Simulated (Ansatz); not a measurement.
Level of theory: Ansatz (an electronic-structure program) with PBE0-D3(BJ)/def2-TZVP. No frequencies were computed at this level.

Ansatz 0.2 input:
```yaml
crystal:
  periodic: [false, false, false]
  atoms:
    - { symbol: S, position_ang: [1.938276, -0.179677, -0.04917] }
    - { symbol: Al, position_ang: [-0.004254, 0.826665, 0.018402] }
    - { symbol: S, position_ang: [-1.936173, -0.201862, 0.042257] }
    - { symbol: H, position_ang: [1.437897, -1.415278, -0.008548] }
    - { symbol: H, position_ang: [-0.01222, 2.350747, 0.051072] }
    - { symbol: H, position_ang: [-1.422841, -1.429449, -0.048625] }
basis:
  gaussian: { orbitals: def2-tzvp }
hamiltonian:
  xc: pbe0
  dispersion: d3bj
relax:
  max_steps: 150
```

Output:

```
Functional definition: PBE0
953 factors; their error is unknown
mean field evaluation 1: about -28307.7999 eV, gradient 2.1e1 eV
mean field evaluation 2: about -28308.0633 eV, gradient 2.1e1 eV
mean field evaluation 4: about -28309.0093 eV, gradient 9.7e-1 eV
mean field evaluation 8: about -28309.0708 eV, gradient 1.9e-2 eV
mean field -28309.07080798 eV, -1040.3391636160 hartree, gradient 4.3e-5 eV, S^2 0.000000; 0 other end points of the search recorded, 0 dependent functions left out
reference -28309.07083579 eV, -1040.3391646378 hartree; 24, 24 occupied and 105, 105 virtual orbitals, 953 factors
relax step   1: F+E_penalty+E_count = -28309.19816713 eV  Δ(F+E_penalty+E_count) = +0.000e0 eV  max|allowed force component| = 7.458e-1 eV/Å  Δτ_max = 0.0000 Å  (23 SCF iters, accepted)
these checks for a lower state are left out or cut short: starts, cluster_reference, orbital_swaps, neighbouring_geometries, increment
953 factors; their error is unknown
mean field evaluation 16: about -28309.0927 eV, gradient 1.1e-1 eV
mean field -28309.09272600 eV, -1040.3399690884 hartree, gradient 5.4e-6 eV, S^2 0.000000; 0 other end points of the search recorded, 0 dependent functions left out
reference -28309.09275376 eV, -1040.3399701085 hartree; 24, 24 occupied and 105, 105 virtual orbitals, 953 factors
relax step   2: F+E_penalty+E_count = -28309.22101430 eV  Δ(F+E_penalty+E_count) = -2.285e-2 eV  max|allowed force component| = 2.107e-1 eV/Å  Δτ_max = 0.0516 Å  (27 SCF iters, accepted)
these checks for a lower state are left out or cut short: starts, cluster_reference, orbital_swaps, neighbouring_geometries, increment
953 factors; their error is unknown
mean field -28309.09247647 eV, -1040.3399599183 hartree, gradient 5.4e-6 eV, S^2 0.000000; 0 other end points of the search recorded, 0 dependent functions left out
reference -28309.09250418 eV, -1040.3399609365 hartree; 24, 24 occupied and 105, 105 virtual orbitals, 953 factors
relax step   3: F+E_penalty+E_count = -28309.22144534 eV  Δ(F+E_penalty+E_count) = -4.310e-4 eV  max|allowed force component| = 1.323e-1 eV/Å  Δτ_max = 0.0564 Å  (27 SCF iters, accepted)
these checks for a lower state are left out or cut short: starts, cluster_reference, orbital_swaps, neighbouring_geometries, increment
953 factors; their error is unknown
mean field evaluation 32: about -28309.0942 eV, gradient 2.0e-4 eV
mean field -28309.09422853 eV, -1040.3400243051 hartree, gradient 2.2e-5 eV, S^2 0.000000; 0 other end points of the search recorded, 0 dependent functions left out
reference -28309.09425625 eV, -1040.3400253240 hartree; 24, 24 occupied and 105, 105 virtual orbitals, 953 factors
relax step   4: F+E_penalty+E_count = -28309.22297692 eV  Δ(F+E_penalty+E_count) = -1.532e-3 eV  max|allowed force component| = 1.475e-2 eV/Å  Δτ_max = 0.0240 Å  (27 SCF iters, accepted)
these checks for a lower state are left out or cut short: starts, cluster_reference, orbital_swaps, neighbouring_geometries, increment
953 factors; their error is unknown
mean field -28309.09436869 eV, -1040.3400294558 hartree, gradient 2.2e-5 eV, S^2 0.000000; 0 other end points of the search recorded, 0 dependent functions left out
reference -28309.09439642 eV, -1040.3400304751 hartree; 24, 24 occupied and 105, 105 virtual orbitals, 953 factors
relax step   5: F+E_penalty+E_count = -28309.22301124 eV  Δ(F+E_penalty+E_count) = -3.433e-5 eV  max|allowed force component| = 1.076e-2 eV/Å  Δτ_max = 0.0070 Å  (29 SCF iters, accepted)
these checks for a lower state are left out or cut short: starts, cluster_reference, orbital_swaps, neighbouring_geometries, increment
953 factors; their error is unknown
mean field -28309.09435190 eV, -1040.3400288389 hartree, gradient 2.3e-5 eV, S^2 0.000000; 0 other end points of the search recorded, 0 dependent functions left out
reference -28309.09437963 eV, -1040.3400298581 hartree; 24, 24 occupied and 105, 105 virtual orbitals, 953 factors
relax step   6: F+E_penalty+E_count = -28309.22301746 eV  Δ(F+E_penalty+E_count) = -6.212e-6 eV  max|allowed force component| = 1.040e-3 eV/Å  Δτ_max = 0.0021 Å  (22 SCF iters, accepted)
953 factors; their error is unknown
mean field -28309.09435190 eV, -1040.3400288389 hartree, gradient 2.3e-5 eV, S^2 0.000000; 1 other end points of the search recorded, 0 dependent functions left out
reference -28309.09437963 eV, -1040.3400298581 hartree; 24, 24 occupied and 105, 105 virtual orbitals, 953 factors
Total energy: -28309.22304519 eV, -1040.3447582302 hartree
Atom 0 at     1.909916    -0.203296    -0.024648 Å, force    -0.000680     0.001028     0.000091 eV/Å
Atom 1 at    -0.004330     0.841147     0.018822 Å, force     0.000011    -0.000594     0.000010 eV/Å
Atom 2 at    -1.907531    -0.224175     0.017806 Å, force     0.000647     0.001040    -0.000097 eV/Å
Atom 3 at     1.363318    -1.430487    -0.043538 Å, force    -0.000381    -0.000611    -0.000119 eV/Å
Atom 4 at    -0.012562     2.413243     0.051994 Å, force     0.000002    -0.000252    -0.000003 eV/Å
Atom 5 at    -1.348126    -1.445286    -0.015049 Å, force     0.000400    -0.000610     0.000117 eV/Å
Dipole moment:     0.001010    -0.192856    -0.004084 e Å
```

Cost: around 19 core-seconds (rough).
